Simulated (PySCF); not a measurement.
Compound: Nb(NEt)(OH)3, C₂H₈NNbO₃ (singlet state).
Geometry (PBE0-D3(BJ)/def2-SVP, Å), atoms numbered from 1 in this order:
```
atom  x, y, z in Å
Nb1   -0.2016   -0.4052   -1.5520
N2    -0.1759   -0.3778    0.1955
C3    -0.0748   -0.3021    1.6118
C4     0.5192    1.0186    2.0817
H5    -1.0739   -0.4445    2.0664
H6     0.5485   -1.1391    1.9793
H7     0.5970    1.0462    3.1796
H8     1.5245    1.1614    1.6580
H9    -0.1072    1.8640    1.7583
O10    1.6248   -0.1520   -2.0951
H11    1.9207   -0.1189   -3.0108
O12   -1.3056    1.0041   -2.2031
H13   -1.7811    1.7191   -1.7726
O14   -0.8917   -2.0750   -2.1577
H15   -1.1556   -2.8748   -1.6954
```

Method used: PBE0-D3(BJ)/def2-SVP geometry optimisation, gas phase, def2 core potentials past Kr in PySCF.

Which atoms are bound to Nb1, and at what distances?

4 atoms: N2 1.748 Å, O12 1.905 Å, O14 1.906 Å, O10 1.922 Å. The nearest atom not counted as bound is H11, at 2.59 Å.

List the angles at Nb1.

| angle | degrees | distance of the outer atoms (Å) |
| --- | --- | --- |
| O10–Nb1–O14 | 111.7 | 3.17 |
| O10–Nb1–O12 | 110.9 | 3.15 |
| N2–Nb1–O12 | 109.8 | 2.99 |
| N2–Nb1–O14 | 109.7 | 2.99 |
| O12–Nb1–O14 | 109.3 | 3.11 |
| N2–Nb1–O10 | 105.5 | 2.92 |

What is the shape at Nb1?

Distorted tetrahedral: angles from 105.5° to 111.7°; τ4 = (360° − α − β)/141° = 0.97 with α and β the two widest (0 for a square, 1 for a tetrahedron). The Nb–O distances aren't all alike: 1.905 to 1.922 Å.

What are the other bond lengths?

N2–C3 1.422 Å; C3–C4 1.522 Å; C3–H5, C3–H6 1.107 Å; C4–H7, C4–H8, C4–H9 1.101 Å; O10–H11, O12–H13, O14–H15 0.961 Å.

Give some angles away from the centre.

Nb1–N2–C3 176.1°, N2–C3–C4 112.4°.

What are the rotational constants (commonest isotopes, rigid rotor)?

A = 2605, B = 1054, C = 1029 MHz: a near-prolate asymmetric top.

Point group: C1 (no symmetry element, even within 0.4 Å). Charge 0, singlet. No frequency check.
